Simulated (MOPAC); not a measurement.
Input for MOPAC: PM6 on C4H10O (SMILES CCC(C)O).

```
PM6 1SCF PRECISE CHARGE=0 THREADS=1
C4H10O

C      1.52283911 1     0.64703909 1     0.27776632 1
C      0.83527912 1    -0.46267285 1    -0.51473574 1
C     -0.69297314 1    -0.36293455 1    -0.57445223 1
C     -1.36902692 1    -0.46897871 1     0.78685014 1
O     -1.11575262 1     0.81683501 1    -1.26573240 1
H      2.60684133 1     0.53053589 1     0.24126648 1
H      1.29471522 1     1.63258181 1    -0.13522814 1
H      1.22956592 1     0.64359338 1     1.32896865 1
H      1.09943118 1    -1.43613139 1    -0.08990806 1
H      1.20632591 1    -0.45624446 1    -1.54241122 1
H     -1.05324787 1    -1.17897257 1    -1.20541675 1
H     -1.08803568 1    -1.39491123 1     1.29322924 1
H     -1.08767266 1     0.36436174 1     1.43555412 1
H     -2.45270762 1    -0.45354369 1     0.66917941 1
H     -0.93558126 1     1.57944253 1    -0.70492982 1
```

It printed:

```
*******************************************************************************
 **                                                                           **
 **                              MOPAC v23.2.5                                **
 **                                                                           **
 *******************************************************************************
 ** MOPAC's Digital Object Identifier: https://doi.org/10.5281/zenodo.6511958 **
 **                                                                           **
 ** Please cite the open-source release paper for use of this MOPAC version:  **
 ** J. E. Moussa and J. J. P. Stewart (2026)                                  **
 ** MOPAC: An open-source semiempirical molecular orbital program             **
 ** J. Open Source Softw., 11(119), 8025, https://doi.org/10.21105/joss.08025 **
 *******************************************************************************

                              PM6 CALCULATION RESULTS

 *******************************************************************************
 *  PM6        - The PM6 Hamiltonian to be used
 *
 *
 *
 *                 CHARGE ON SYSTEM = 0
 *
 *
 *
 *  PRECISE    - TIGHTER CRITERIA TO BE USED
 *  1SCF       - DO 1 SCF AND THEN STOP
 *  THREADS=1  - MULTI-THREADING NOT USED
 *  T=         - A TIME OF 172800.0 SECONDS REQUESTED
 *  DUMP=N     - RESTART FILE WRITTEN EVERY 7200.0 SECONDS REQUESTED
 *******************************************************************************
PM6 1SCF PRECISE CHARGE=0 THREADS=1
 C4H10O

   ATOM   CHEMICAL          X               Y               Z
  NUMBER   SYMBOL      (ANGSTROMS)     (ANGSTROMS)     (ANGSTROMS)

     1       C          1.52283911  *   0.64703909  *   0.27776632  *
     2       C          0.83527912  *  -0.46267285  *  -0.51473574  *
     3       C         -0.69297314  *  -0.36293455  *  -0.57445223  *
     4       C         -1.36902692  *  -0.46897871  *   0.78685014  *
     5       O         -1.11575262  *   0.81683501  *  -1.26573240  *
     6       H          2.60684133  *   0.53053589  *   0.24126648  *
     7       H          1.29471522  *   1.63258181  *  -0.13522814  *
     8       H          1.22956592  *   0.64359338  *   1.32896865  *
     9       H          1.09943118  *  -1.43613139  *  -0.08990806  *
    10       H          1.20632591  *  -0.45624446  *  -1.54241122  *
    11       H         -1.05324787  *  -1.17897257  *  -1.20541675  *
    12       H         -1.08803568  *  -1.39491123  *   1.29322924  *
    13       H         -1.08767266  *   0.36436174  *   1.43555412  *
    14       H         -2.45270762  *  -0.45354369  *   0.66917941  *
    15       H         -0.93558126  *   1.57944253  *  -0.70492982  *



          CARTESIAN COORDINATES

    NO.       ATOM           X           Y           Z

     1         C          1.5228      0.6470      0.2778
     2         C          0.8353     -0.4627     -0.5147
     3         C         -0.6930     -0.3629     -0.5745
     4         C         -1.3690     -0.4690      0.7869
     5         O         -1.1158      0.8168     -1.2657
     6         H          2.6068      0.5305      0.2413
     7         H          1.2947      1.6326     -0.1352
     8         H          1.2296      0.6436      1.3290
     9         H          1.0994     -1.4361     -0.0899
    10         H          1.2063     -0.4562     -1.5424
    11         H         -1.0532     -1.1790     -1.2054
    12         H         -1.0880     -1.3949      1.2932
    13         H         -1.0877      0.3644      1.4356
    14         H         -2.4527     -0.4535      0.6692
    15         H         -0.9356      1.5794     -0.7049

 General Reference for PM6:
 "Optimization of Parameters for Semiempirical Methods V: Modification of NDDO Approximations
 and Application to 70 Elements", J. J. P. Stewart, J. Mol. Mod., 13, 1173-1213 (2007)
 URL: https://link.springer.com/article/10.1007/s00894-007-0233-4

           Empirical Formula: C4 H10 O  =    15 atoms



      MOLECULAR POINT GROUP   :   C1


      RHF CALCULATION, NO. OF DOUBLY OCCUPIED LEVELS = 16


 -------------------------------------------------------------------------------
 PM6 1SCF PRECISE CHARGE=0 THREADS=1
 C4H10O



     1SCF WAS SPECIFIED, SO BFGS WAS NOT USED
     SCF FIELD WAS ACHIEVED


                              PM6 CALCULATION
                                                       MOPAC v23.2.5 Linux




          FINAL HEAT OF FORMATION =        -69.31841 KCAL/MOL =    -290.02822 KJ/MOL


          COSMO AREA              =        122.55 SQUARE ANGSTROMS
          COSMO VOLUME            =        112.23 CUBIC ANGSTROMS

          IONIZATION POTENTIAL    =         10.423276 EV
          HOMO LUMO ENERGIES (EV) =        -10.423  2.988
          NO. OF FILLED LEVELS    =         16
          MOLECULAR WEIGHT        =         74.1224         POINT GROUP:  C1

          MOLECULAR DIMENSIONS (Angstroms)

            Atom       Atom       Distance
            H    14    H     6     5.17209
            H    12    H    15     3.47672
            H    11    H    13     3.05159


          SCF CALCULATIONS        =          1





   ATOM   CHEMICAL          X               Y               Z
  NUMBER   SYMBOL      (ANGSTROMS)     (ANGSTROMS)     (ANGSTROMS)

     1       C          1.52283911  *   0.64703909  *   0.27776632  *
     2       C          0.83527912  *  -0.46267285  *  -0.51473574  *
     3       C         -0.69297314  *  -0.36293455  *  -0.57445223  *
     4       C         -1.36902692  *  -0.46897871  *   0.78685014  *
     5       O         -1.11575262  *   0.81683501  *  -1.26573240  *
     6       H          2.60684133  *   0.53053589  *   0.24126648  *
     7       H          1.29471522  *   1.63258181  *  -0.13522814  *
     8       H          1.22956592  *   0.64359338  *   1.32896865  *
     9       H          1.09943118  *  -1.43613139  *  -0.08990806  *
    10       H          1.20632591  *  -0.45624446  *  -1.54241122  *
    11       H         -1.05324787  *  -1.17897257  *  -1.20541675  *
    12       H         -1.08803568  *  -1.39491123  *   1.29322924  *
    13       H         -1.08767266  *   0.36436174  *   1.43555412  *
    14       H         -2.45270762  *  -0.45354369  *   0.66917941  *
    15       H         -0.93558126  *   1.57944253  *  -0.70492982  *

                             CARTESIAN COORDINATES

   1    C        1.522839110     0.647039090     0.277766320
   2    C        0.835279120    -0.462672850    -0.514735740
   3    C       -0.692973140    -0.362934550    -0.574452230
   4    C       -1.369026920    -0.468978710     0.786850140
   5    O       -1.115752620     0.816835010    -1.265732400
   6    H        2.606841330     0.530535890     0.241266480
   7    H        1.294715220     1.632581810    -0.135228140
   8    H        1.229565920     0.643593380     1.328968650
   9    H        1.099431180    -1.436131390    -0.089908060
  10    H        1.206325910    -0.456244460    -1.542411220
  11    H       -1.053247870    -1.178972570    -1.205416750
  12    H       -1.088035680    -1.394911230     1.293229240
  13    H       -1.087672660     0.364361740     1.435554120
  14    H       -2.452707620    -0.453543690     0.669179410
  15    H       -0.935581260     1.579442530    -0.704929820


           Empirical Formula: C4 H10 O  =    15 atoms



      MOLECULAR POINT GROUP   :   C1


                  EIGENVALUES
 -30.33608 -27.72577 -25.83027 -23.25936 -20.37180 -17.13112 -16.23960 -15.34897
 -15.05570 -13.63475 -13.58774 -13.04404 -12.44172 -12.08277 -11.56645 -10.42328
   2.98831   3.84923   3.94062   4.28966   5.34475   5.46421   5.67652   5.76125
   5.77493   5.98970   6.12590   6.42950   6.64314   6.78438


              NET ATOMIC CHARGES AND DIPOLE CONTRIBUTIONS

  ATOM NO.   TYPE          CHARGE      No. of ELECS.   s-Pop       p-Pop
    1          C          -0.440695        4.4407     1.07740     3.36329
    2          C          -0.323726        4.3237     1.09162     3.23211
    3          C           0.228011        3.7720     1.08278     2.68921
    4          C          -0.560187        4.5602     1.09483     3.46535
    5          O          -0.556547        6.5565     1.81753     4.73902
    6          H           0.146956        0.8530     0.85304
    7          H           0.145101        0.8549     0.85490
    8          H           0.145017        0.8550     0.85498
    9          H           0.141771        0.8582     0.85823
   10          H           0.150511        0.8495     0.84949
   11          H           0.119857        0.8801     0.88014
   12          H           0.165734        0.8343     0.83427
   13          H           0.162137        0.8379     0.83786
   14          H           0.170045        0.8300     0.82996
   15          H           0.306016        0.6940     0.69398
 DIPOLE           X         Y         Z       TOTAL
 POINT-CHG.     0.907    -0.871     1.639     2.066
 HYBRID         0.071     0.464     0.306     0.560
 SUM            0.977    -0.407     1.945     2.215


          ATOMIC ORBITAL ELECTRON POPULATIONS

     Atom    s        px        py        pz
    1  C   1.07740   1.13881   1.09596   1.12852
    2  C   1.09162   1.03095   1.07614   1.12502
    3  C   1.08278   0.91816   0.85414   0.91691
    4  C   1.09483   1.17149   1.18800   1.10586
    5  O   1.81753   1.87818   1.30011   1.56072
    6  H   0.85304
    7  H   0.85490
    8  H   0.85498
    9  H   0.85823
   10  H   0.84949
   11  H   0.88014
   12  H   0.83427
   13  H   0.83786
   14  H   0.82996
   15  H   0.69398

 **********************
 *                    *
 * JOB ENDED NORMALLY *
 *                    *
 **********************




 == MOPAC DONE ==
```

The run finished.

Cost: roughly 0.010 core-seconds.
